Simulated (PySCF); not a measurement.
Correlation energy of S(2+) (sulfur, charge +2)

[Ne] 3s2 3p2, high-spin 3P determinant. Computed with PySCF 2.14 in x2c-SVPall (4s3p1d, 18 functions), with the spin-free X2C one-electron Hamiltonian (Gaussian nucleus). Frozen: [Ne]; 4 electrons correlated.

MP2 pair energies summed by pair of shells (mhartree):

```tsv
pair	energy	share (%)
3s-3p	-32.58	60.4
3s-3s	-15.69	29.1
3p-3p	-5.71	10.6
```

Total MP2 correlation energy: -53.97 mhartree.

Same-spin part -8.63 and opposite-spin part -45.34 mhartree; SCS-MP2 scales them by 1/3 and 6/5 to -57.28 mhartree.

```csv
level,correlation energy (mhartree)
CCSD,-75.41
(T),-0.88
CCSD(T),-76.29
```

Diagnostics: T1 = 0.0070, D1 = 0.0182, largest double amplitude 0.105.

Cost of the coupled-cluster step: 0.12 s of wall time on 1 thread of Neoverse-N1 (shared host), for 4 correlated electrons.
